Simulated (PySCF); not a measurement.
Compound: C4H8F2Si3.
Atom-mapped SMILES: `[CH3:1][C:2]#[C:3][C@:4]1([F:5])[SiH2:6][Si@@H:7]([F:8])[SiH2:9]1`

Definitions: NICS(0) = −σiso at the ring centroid; NICS(1) = −σiso and NICS(1)zz = −σzz at ±1 Å along the ring normal z. Level: GIAO PBE0/pcSseg-1 (PySCF, non-relativistic, gas phase) on the GFN2-xTB geometry, one conformer.

Ring bond lengths (Å), with Mayer bond orders in brackets: C4–Si6 1.979 (0.80), Si6–Si7 2.340 (0.85), Si7–Si9 2.340 (0.85), Si9–C4 1.979 (0.80).

Q: Give the NICS values of each ring in ppm.

A: 
| ring | type | NICS(0) | NICS(1), two faces | NICS(1)zz, two faces | rms pucker (Å) | centre to ring atoms, mean (Å) |
| --- | --- | --- | --- | --- | --- | --- |
| C4–Si6–Si7–Si9 | 4-membered ring with 3 Si; formal bonds all single | 3.2 | 1.7 / -2.1 | 7.8 / 1.9 | 0.02 | 1.52 |

Q: What do they say, and how far can they be read as aromaticity?

A: 
- C4–Si6–Si7–Si9: mean NICS(1)zz 4.9 ppm, deshielded. C4, Si6, Si7, Si9 have four or more neighbours, and the NICS criterion for π rings isn't applied. The two faces differ by 5.9 ppm, so no symmetry operation interchanges them.

Q: At the second NICS(1) probe listed for ring C4–Si6–Si7–Si9, 1 Å off the ring, what do the in-plane components average?

A: The isotropic value is a third of the trace: (3 × -2.1 − (1.9))/2 = -4.1 ppm.

Q: List the ring angles and the Hirshfeld charges of the ring atoms.

A: 
- C4–Si6–Si7–Si9: C4 104.0° (-0.054 e), Si6 86.1° (+0.242 e), Si7 83.6° (+0.278 e), Si9 86.1° (+0.243 e); sum 359.9° against 360° for a flat convex ring.

Q: How shielded are the nuclei of the rings and their hydrogens (means over atoms taken as equivalent)?

A: 
```json
{"atoms": "C4", "environment": "sp3 C–F carbon", "σ isotropic (ppm)": "96.1", "principal values of the symmetric part, first atom (ppm)": "45.7, 81.1, 161.4"}
{"atoms": "Si6 (×2)", "environment": "SiH2 silicon", "σ isotropic (ppm)": "379.3", "principal values of the symmetric part, first atom (ppm)": "320.4, 349.0, 468.5"}
{"atoms": "Si7", "environment": "fluorine-bound silicon", "σ isotropic (ppm)": "294.8", "principal values of the symmetric part, first atom (ppm)": "193.5, 282.9, 407.9"}
{"atoms": "H on Si6 (×2)", "environment": "Si–H hydrogen", "σ isotropic (ppm)": "27.07", "principal values of the symmetric part, first atom (ppm)": "23.6, 26.7, 30.9"}
{"atoms": "H on Si6 (×2)", "environment": "Si–H hydrogen", "σ isotropic (ppm)": "26.48", "principal values of the symmetric part, first atom (ppm)": "23.6, 24.9, 30.9"}
{"atoms": "H on Si7", "environment": "Si–H hydrogen", "σ isotropic (ppm)": "24.99", "principal values of the symmetric part, first atom (ppm)": "21.6, 24.5, 28.9"}
```
